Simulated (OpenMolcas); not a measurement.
Ions of charge +2 along the 3d row on the Zn site of KZnF3

```yaml
Program: OpenMolcas 26.06
Method: CASSCF
Spin-orbit_coupling: state interaction with AMFI integrals over the reference wave functions
```

The d shell is active. Each dopant is a cluster with its nearest anions in model potentials and point charges, with no relaxation. Distances were set from a Shannon-type radius of the metal (high-spin where two are listed) plus a fixed donor radius (F 1.31 Å), in hosts weighted 0.65 to 0.35 with the host's distance in the model lattice. Ligand basis ANO-RCC-VDZP, DKH2 Hamiltonian. States (labels of O, the rotations of Oh). Energies in cm-1 above the lowest state or level, χT in cm3 K/mol; under a threefold ground state the first gap can be a small split of the lowest multiplet, not the spin-orbit step; 10Dq and B are least-squares fits to the states below 45000 cm-1, weighted by degeneracy, with a free offset, and given where the rms deviation is under 5 % of |10Dq| (or 100 cm-1) and under 700 cm-1. Spin-only χT is S(S+1) / 2 for the spin of the ground state.

```json
{"Ion": "Ti2+", "Shell": "3d2", "R (Å)": "2.12", "Metal basis": "ANO-RCC-VTZP", "Ground state": "3T1", "First state of that spin": "3T2 11210", "10Dq": "13047", "B (rms of fit)": "867 (213)", "First gap with spin-orbit (degeneracies)": "2.5 (2, 3)", "χT at 300 K": "1.091", "First state of another spin": "1T2 12023", "Spin-only χT": "1.000"}
{"Ion": "V2+", "Shell": "3d3", "R (Å)": "2.074", "Metal basis": "ANO-RCC-VTZP", "Ground state": "4A2", "First state of that spin": "4T2 11198", "10Dq": "11696", "B (rms of fit)": "935 (189)", "First gap with spin-orbit (degeneracies)": "11130 (4, 2)", "χT at 300 K": "1.855", "First state of another spin": "2E 16739", "Spin-only χT": "1.875"}
{"Ion": "Fe2+", "Shell": "3d6", "R (Å)": "2.068", "Metal basis": "ANO-RCC-VTZP", "Ground state": "5T2", "First state of that spin": "5E 7960", "10Dq": "", "B (rms of fit)": "", "First gap with spin-orbit (degeneracies)": "191.2 (3, 2)", "χT at 300 K": "4.090", "First state of another spin": "3T1 17350", "Spin-only χT": "3.000"}
{"Ion": "Co2+", "Shell": "3d7", "R (Å)": "2.045", "Metal basis": "ANO-RCC-VTZP", "Ground state": "4T1", "First state of that spin": "4T2 5771", "10Dq": "6529", "B (rms of fit)": "1219 (115)", "First gap with spin-orbit (degeneracies)": "358.4 (2, 4)", "χT at 300 K": "3.621", "First state of another spin": "2E 15577", "Spin-only χT": "1.875"}
{"Ion": "Ni2+", "Shell": "3d8", "R (Å)": "2.009", "Metal basis": "ANO-RCC-VTZP", "Ground state": "3A2", "First state of that spin": "3T2 6673", "10Dq": "6492", "B (rms of fit)": "1288 (86)", "First gap with spin-orbit (degeneracies)": "6407 (3, 2)", "χT at 300 K": "1.455", "First state of another spin": "1E 18869", "Spin-only χT": "1.000"}
{"Ion": "Cu2+", "Shell": "3d9", "R (Å)": "2.035", "Metal basis": "ANO-RCC-VTZP", "Ground state": "2E", "First state of that spin": "2T2 5319", "10Dq": "5319", "B (rms of fit)": "", "First gap with spin-orbit (degeneracies)": "4680 (4, 2)", "χT at 300 K": "0.644", "First state of another spin": "", "Spin-only χT": "0.375"}
```

Among the 5 ions with a close fit, |10Dq| is smallest for Cu2+ (5319 cm-1) and largest for Ti2+ (13047 cm-1). The error differs from ion to ion, so this order need not be the real one.

B goes from 867 cm-1 (Ti2+) to 1288 cm-1 (Ni2+).

Every ion keeps the highest spin of its shell. χT departs most from the spin-only value for Co2+, by +1.746 cm3 K/mol.

Ligand-to-metal charge-transfer states are missing. With metal d orbitals alone and no dynamic correlation 10Dq can be off by a tenth to a fifth, either way, in oxide and fluoride hosts. An orbital triplet at a regular site is open to Jahn-Teller coupling, which can distort the site and quench the lowest spin-orbit gaps and is left out (holds for Ti2+; Fe2+; Co2+). Without dynamic correlation the repulsion within the d shell is too large (B by tens of per cent), so at a given field states of lower spin stand too high (holds for Ti2+; V2+; Fe2+; Co2+; Ni2+). With no ligand orbital active B as a rule stays too high, so bands that hang on it stand too high and its fall with covalency is understated (holds for Ti2+; V2+; Fe2+; Co2+; Ni2+). An orbital doublet at a regular site is open to a Jahn-Teller distortion, which this geometry leaves out (holds for Cu2+). No measured value stands beside these numbers; the geometry was set by hand and not optimised.
